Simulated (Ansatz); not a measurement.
The cluster Au₄F₃: single points at one geometry.

```yaml
crystal:
  periodic: [false, false, false]
  atoms:
    - {symbol: Au, position_ang: [-2.817442, -0.774763, -0.599464]}
    - {symbol: Au, position_ang: [1.926360, 0.761809, 0.002387]}
    - {symbol: Au, position_ang: [-0.178859, -0.561062, 0.841271]}
    - {symbol: Au, position_ang: [-0.827879, 0.598856, -1.579306]}
    - {symbol: F, position_ang: [-1.903493, -1.575037, 1.410474]}
    - {symbol: F, position_ang: [1.200755, 1.510473, -1.743658]}
    - {symbol: F, position_ang: [2.600549, 0.039725, 1.668286]}
basis:
  gaussian: {orbitals: def2-TZVP, initial_orbitals: start.molden}
magnetization: {spin_polarized: true, initial_magnetization: 1}
hamiltonian: {xc: pbe}
correlation: {method: rpa}
scf: {omitted_lower_state_checks: [starts]}
```

The file start.molden holds the orbitals of an earlier run on this structure, at another level or in another basis.

```sh
$ ansatz run in.yaml --threads 4 --pin off --events-out ev --progress --plain --max-ram 4787MiB
```

It prints (some lines left out):

```
Functional definition: PBE
  name "PBE"
  cite "Perdew, Burke & Ernzerhof, Phys. Rev. Lett. 77, 3865 (1996) doi:10.1103/PhysRevLett.77.3865"
  parent pbe
  parameter kappa = 0.804
  parameter beta = 0.06672455060314922
  exchange = pbe_x(kappa = kappa, mu = beta*pi^2/3)
  correlation = pbe_c(beta = beta)
these checks for a lower state are left out or cut short: starts
2119 factors; integrals over basis functions are off by at most 6.9e-4 eV
mean field evaluation 1: about -22926.7164 eV, gradient 9.6e0 eV
mean field evaluation 2: about -22927.0858 eV, gradient 5.0e-1 eV
mean field evaluation 4: about -22927.0842 eV, gradient 2.5e-2 eV
mean field evaluation 8: about -22927.0842 eV, gradient 2.3e-6 eV
mean field -22927.08421262 eV, -842.5548042778 hartree, gradient 4.0e-6 eV, S^2 0.753496; 0 other end points of the search recorded, 0 dependent functions left out
3 core orbitals not correlated: weight in the atoms' cores, before any rotation towards them, 1.000 or more for the frozen orbitals, at most 0.000 for the correlated occupied ones
reference -22787.43245144 eV, -837.4226967140 hartree; 49, 48 occupied and 201, 202 virtual orbitals, 2119 factors
Total energy: -22879.09016461 eV, -840.7910555450 hartree
Checks for a lower state left out: starts
```

Run time 15 s (4 threads of Intel Xeon 6975P-C on a shared host), peak host memory 1.2 GiB.

First input, but with `hamiltonian: {xc: r2scan, dispersion: d4}`, `output: {orbitals: {seedname: orbitals}}` and without the key `correlation` (abridged; 8.5 s):

```
Functional definition: r2SCAN
mean field -22933.32628213 eV, -842.7841961013 hartree, gradient 3.4e-5 eV, S^2 0.761411
Total energy: -22933.40335409 eV, -842.7870284439 hartree
Checks for a lower state left out: starts
```

First input, but with `gaussian: {orbitals: def2-SVP, initial_orbitals: start.molden}`, `hamiltonian: {xc: pbe0, dispersion: d4}`, `output: {orbitals: {seedname: orbitals}}` and without the key `correlation` (abridged; 4.4 s):

```
Functional definition: PBE0
mean field -22910.12260664 eV, -841.9314767551 hartree, gradient 7.7e-5 eV, S^2 0.765547
Total energy: -22910.43976427 eV, -841.9431320831 hartree
Checks for a lower state left out: starts
```

As the first input, with `hamiltonian: {xc: {name: B2PLYP}}` and without the key `correlation` (abridged; 13 s):

```
Functional definition: B2PLYP
mean field -22881.93984738 eV, -840.8957794553 hartree, gradient 2.7e-6 eV, S^2 0.787797
3 core orbitals not correlated: weight in the atoms' cores, before any rotation towards them, 1.000 or more for the frozen orbitals, at most 0.000 for the correlated occupied ones
second order -81.56391352 eV of doubles, -0.00000000 eV of singles
Total energy: -22903.96229674 eV, -841.7050895419 hartree
Checks for a lower state left out: starts
```

The first input with `hamiltonian: {xc: hf}`, `output: {orbitals: {seedname: orbitals}}` and without the key `correlation` (abridged; 7.5 s):

```
Functional definition: HF
mean field -22792.57465872 eV, -837.6116693460 hartree, gradient 2.3e-5 eV, S^2 0.838394
Total energy: -22792.57465872 eV, -837.6116693460 hartree
Checks for a lower state left out: starts
```

First input, but with `gaussian: {orbitals: def2-SVP, initial_orbitals: start.molden}`, `hamiltonian: {xc: pbe, dispersion: d4}`, `output: {orbitals: {seedname: orbitals}}` and without the key `correlation` (abridged; 2.7 s):

```
Functional definition: PBE
mean field -22916.06519192 eV, -842.1498627362 hartree, gradient 2.0e-5 eV, S^2 0.753138
Total energy: -22916.43305137 eV, -842.1633813216 hartree
Checks for a lower state left out: starts
```

As the first input, with `hamiltonian: {xc: pbe, dispersion: d4}`, `output: {forces: true, orbitals: {seedname: orbitals}}` and without the key `correlation` (abridged; 4.4 s):

```
Functional definition: PBE
mean field -22927.08428379 eV, -842.5548068936 hartree, gradient 1.9e-5 eV, S^2 0.753496
Total energy: -22927.45215184 eV, -842.5683257949 hartree
Atom 0 force     0.194754     0.112520    -0.056319 eV/Å
Atom 1 force    -0.200164    -0.078917     0.000729 eV/Å
Atom 2 force    -0.070706     0.132983    -0.275806 eV/Å
Atom 3 force    -0.105117    -0.175114     0.227172 eV/Å
Atom 4 force     0.018581    -0.029075     0.059801 eV/Å
Atom 5 force     0.085914     0.020272     0.020938 eV/Å
Atom 6 force     0.076738     0.017330     0.023487 eV/Å
Dipole moment:    -0.519191     0.078426    -0.487516 e Å
Checks for a lower state left out: starts
```

Geometry: PBE-D4/def2-SVP.

In the def2 sets Au takes a core potential; there is no spin–orbit coupling. Correlated methods freeze 3 core orbitals; core or outer-core shells of Au are correlated, in sets that lack core-valence functions. At HF/def2-TZVP the charge 0 doublet is spin-contaminated (final ⟨S²⟩ up to 0.84, 0.75 for a pure state). No other spin state of charge 0 was run. Another isomer (doublet) lies 0.14 eV lower at PBE0-D4/def2-TZVP; other spin states weren't run for this one.
